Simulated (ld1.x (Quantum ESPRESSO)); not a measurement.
# Plane-wave convergence, PAW potential for tin (Sn)

ld1.x (Quantum ESPRESSO) 7.5 input, shortened:

```
&input
   title='Sn', zed=50., rel=0, dft='PZ', iswitch=3,
   config='[Kr] 4d10 5s2 5p1.5'
 /
 &inputp
   pseudotype=3, lpaw=.true., tm=.true., lloc=-1, rcloc=1.25,
   nlcc=.true., new_core_ps=.true.,
   which_augfun='PSQ', rmatch_augfun=1.05
 /
6
5S  1  0   2.00   0.00  1.60  1.90  0.0
5S  1  0   0.00   3.60  1.60  1.90  0.0
5P  2  1   1.50   0.00  1.75  2.25  0.0
5P  2  1   0.00  -0.15  1.75  2.25  0.0
4D  3  2  10.00   0.00  0.95  1.10  0.0
4D  3  2   0.00  -1.90  0.95  1.10  0.0
 &test
   configts(1)='4d10 5s2 5p1.5'
 /
```

The pseudo-atom Hamiltonian at the reference potential is diagonalised in spherical Bessel functions j_l(qr) that vanish at 20 bohr, with q² up to the cutoff. All-electron valence levels (Ry): 5s -0.9933, 5p -0.5218, 4d -2.2870.

How do the lowest levels (Ry) of each channel move with the cutoff, and are there ghosts?

```csv
cutoff (Ry),s #1,s #2,p #1,p #2,d #1,d #2,f #1,Σ f·Δε (mRy)
8,-2.8063,-0.9715,-0.5214,-0.0743,-0.2837,-0.0221,0.0300,20078.1
15,-8.8384,-0.9926,-0.5217,-0.0744,-0.6092,-0.0398,0.0300,16780.1
21,-12.7295,-0.9932,-0.5218,-0.0744,-1.0038,-0.0514,0.0299,12833.5
30,-14.9211,-0.9933,-1.3922,-0.5218,-1.4449,-0.0608,0.0299,8421.9
45,-16.0729,-0.9934,-3.0075,-0.5218,-2.0181,-0.0708,0.0299,2690.2
60,-16.2807,-0.9934,-3.3930,-0.5218,-2.2331,-0.0742,0.0299,539.8
80,-16.3221,-0.9934,-3.5255,-0.5218,-2.2819,-0.0750,0.0299,52.3
100,-16.3284,-0.9934,-3.5418,-0.5218,-2.2862,-0.0750,0.0299,8.9
140,-16.3292,-0.9934,-3.5444,-0.5218,-2.2868,-0.0751,0.0299,3.1
200,-16.3292,-0.9934,-3.5444,-0.5218,-2.2870,-0.0751,0.0299,0.9
260,-16.3292,-0.9934,-3.5444,-0.5218,-2.2871,-0.0751,0.0299,0.2
400,-16.3292,-0.9934,-3.5444,-0.5218,-2.2871,-0.0751,0.0299,0.0
```

Result: ghost states, extra bound levels that the all-electron valence spectrum of the same l lacks: s at -222.2 eV, p at -48.2 eV (a true bound ghost makes a file unfit for plane-wave use); 10 mRy is reached at 100 Ry and 1 mRy at 200 Ry.
